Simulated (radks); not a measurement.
The numbers below are computed, except where a source is named.
Ho LXVII, 1 electrons, occupied as 1s0.75 2s0.25 (fractional occupations, a model configuration). Code: a radial shooting solver on a logarithmic mesh with Libxc functionals. Model: scalar-relativistic Kohn-Sham, XLYP, spin-polarised, spherical densities, finite nucleus; open shells are filled with parallel spins first (spin-orbit coupling, left out, can overturn this in heavy ions); Fermi nuclear charge, rms radius 5.2022 fm.

Normalised radial functions P(r) = r R(r), r in bohr:

r,1s up,2s up,3s up
0.001142,1.6488,0.6257,0.3399
0.001417,1.9545,0.7401,0.4019
0.001745,2.2927,0.8658,0.4699
0.002165,2.6912,1.0125,0.5491
0.002666,3.1202,1.1682,0.6330
0.003309,3.6083,1.3415,0.7259
0.004107,4.1295,1.5205,0.8211
0.005056,4.6456,1.6879,0.9091
0.006275,5.1684,1.8405,0.9873
0.007726,5.6220,1.9451,1.0372
0.009589,5.9904,1.9787,1.0449
0.01181,6.1898,1.9026,0.9887
0.01465,6.1745,1.6679,0.8401
0.01819,5.8823,1.2338,0.5771
0.02239,5.3201,0.6029,0.2049
0.02779,4.4731,-0.2653,-0.2920
0.03421,3.4867,-1.2477,-0.8263
0.04246,2.4224,-2.2902,-1.3324
0.05228,1.5048,-3.1328,-1.6204
0.06489,0.7813,-3.6286,-1.5318
0.08053,0.3311,-3.5850,-0.9205
0.09915,0.1142,-3.0357,0.1246
0.1231,0.0278,-2.1338,1.4000
0.1515,0.0050,-1.2413,2.3612
0.188,0.0005,-0.5496,2.6577
0.2315,0.0000,-0.1868,2.2041
0.2873,0.0000,-0.0419,1.3343
0.3566,0.0000,-0.0059,0.5702
0.4391,0.0000,-0.0005,0.1711
0.5449,0.0000,0.0000,0.0303

1s up: eigenvalue -64925 eV, 0 radial nodes, <r> = 0.0205 bohr, 90 % of the charge inside 0.0370 bohr. 2s up: eigenvalue -16363.9 eV, 1 radial node at r = 0.0261 bohr, <r> = 0.0823 bohr, 90 % of the charge inside 0.127 bohr. 3s up (empty): eigenvalue -7117.6 eV, 2 radial nodes at r = 0.0246, 0.0970 bohr, <r> = 0.189 bohr, 90 % of the charge inside 0.274 bohr.
